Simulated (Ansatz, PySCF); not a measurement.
Breaking a bond: LiBr, singlet.

Levels of theory: UMP2 = MP2 on UHF/aug-cc-pVQZ, cores with 3d frozen (Ansatz, an electronic-structure program); UKS-B3LYP/3-21G = unrestricted B3LYP/3-21G in PySCF; UKS-B3LYP/LANL2DZ = unrestricted B3LYP/LANL2DZ, with its core potentials past Ne (PySCF 2.14.0).

Energies are in kJ/mol, each relative to the lowest point of its own curve near equilibrium.

```
R / Å   UMP2  UKS-B3LYP/3-21G  UKS-B3LYP/LANL2DZ
-----  -----  ---------------  -----------------
1.75   132.0            151.7              167.6
1.84    74.2             87.0                ___
1.96     ___             34.3               44.2
2.07     7.1              9.6                ___
2.11     3.2              4.8                9.6
2.17     0.3              0.8                3.4
2.22     0.0              0.0                0.8
2.28     1.8              ___                0.0
2.40    10.7             10.5                ___
2.47    18.3             18.6               10.3
2.67    45.2             48.1               33.4
2.95    88.4             96.1               74.3
3.23   131.1            143.6                ___
3.62   184.5            202.5              169.6
3.92   220.0            240.1              204.7
4.34   261.9            280.1              244.3
4.74   294.8            303.7              269.1
5.33       —            325.2              291.7
5.75       —            335.3              302.1
6.55       —            347.5              314.7
7.47       —            355.2              322.9
8.73       —            360.6              329.0
```

**Question.** Fill in the missing entries.

**Answer.** 
- 1.84, UKS-B3LYP/LANL2DZ: 100.4
- 1.96, UMP2: 27.9
- 2.07, UKS-B3LYP/LANL2DZ: 15.9
- 2.28, UKS-B3LYP/3-21G: 1.5
- 2.40, UKS-B3LYP/LANL2DZ: 4.7
- 3.23, UKS-B3LYP/LANL2DZ: 116.3

A dash means that the run gave no value there, or that the column was ended at a point which the program doubted or which failed a test of continuity chosen for this set; such a test can also cut sound points.

The unrestricted determinant behind UMP2 is spin-contaminated at 5.33 to 8.73 Å (<S²> up to 1.0, against 0.00 for a pure singlet). The unrestricted determinant behind UKS-B3LYP/3-21G is spin-contaminated at 4.34 to 8.73 Å (<S²> up to 0.7, against 0.00 for a pure singlet). The unrestricted determinant behind UKS-B3LYP/LANL2DZ is spin-contaminated at 4.34 to 8.73 Å (<S²> up to 0.6, against 0.00 for a pure singlet).
